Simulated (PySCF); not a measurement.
## Name the molecule from its bond curve

A diatomic of charge +1 contains Be (the partner may be the same element). Its doublet curve at ωB97X in a double-zeta basis (no relativity, PySCF), in eV from the separated fragments:

```csv
R (Å),E (eV)
1.899,-1.510
1.987,-1.709
2.075,-1.827
2.142,-1.875
2.208,-1.897
2.274,-1.897
2.363,-1.874
2.473,-1.818
2.605,-1.728
2.782,-1.589
```

The fit gives ωe = 498 cm⁻¹ and the rotational constant Bₑ = 0.7439 cm⁻¹.

Task: Which atom is the partner?

Result: The minimum lies at 2.243 Å, so the reduced mass is 16.8576 u Å² cm⁻¹/(Bₑ·Re²) = 4.504 u. With Be at 9.01 u the partner weighs about 9.0 u: Be. The molecule is Be₂⁺.

The state is the lowest determinant that a PBE0 search found; another state may lie lower at other levels.
